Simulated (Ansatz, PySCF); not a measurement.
fluoroethane (C2H5F), SMILES CCF. Atoms are numbered in the order given.

```xyz
8

C     -0.2231     1.1909     0.0000
C      0.5442    -0.1022     0.0000
F     -0.3325    -1.1757     0.0000
H      0.4709     2.0353     0.0000
H     -0.8554     1.2654    -0.8866
H     -0.8554     1.2654     0.8866
H      1.1754    -0.1958     0.8890
H      1.1754    -0.1958    -0.8890
```

Geometry optimised at PBE0-D3(BJ)/def2-TZVP.

Two levels are set side by side: PBE-D3(BJ)/def2-TZVP (Ansatz, a first-principles code) and PBE0-D3(BJ)/def2-TZVP (Ansatz). Each level has its own optimised geometry; the coordinates shown are those of the second. Frequencies come from the Hessian of PySCF at each geometry. Differences are taken from unrounded values.

```
quantity                            PBE0-D3(BJ)
----------------------------------  -----------
mean bond length (Å)                      1.193
bond C1–C2 (Å)                            1.504
bond C2–F3 (Å)                            1.386
bond C1–H4 (Å)                            1.093
bond C1–H5 (Å)                            1.092
bond C1–H6 (Å)                            1.092
bond C2–H7 (Å)                            1.094
bond C2–H8 (Å)                            1.094
highest harmonic wavenumber (cm⁻¹)         3145
mean harmonic wavenumber (cm⁻¹)            1660
zero-point energy (kcal/mol)              42.70
```

Q: What does PBE-D3(BJ) give, and how far is it from PBE0-D3(BJ)? (The exact figures need the calculation; the answer reports its results.)

A: 
```tsv
quantity	PBE-D3(BJ)	PBE-D3(BJ) minus PBE0-D3(BJ)
mean bond length (Å)	1.203	0.009
bond C1–C2 (Å)	1.511	0.008
bond C2–F3 (Å)	1.407	0.021
bond C1–H4 (Å)	1.100	0.008
bond C1–H5 (Å)	1.099	0.007
bond C1–H6 (Å)	1.099	0.007
bond C2–H7 (Å)	1.102	0.008
bond C2–H8 (Å)	1.102	0.008
highest harmonic wavenumber (cm⁻¹)	3061	-83
mean harmonic wavenumber (cm⁻¹)	1607	-53
zero-point energy (kcal/mol)	41.34	-1.36
```

Exact exchange shortens and stiffens bonds; PBE has none. Differences between two approximate levels are no errors against the true value.
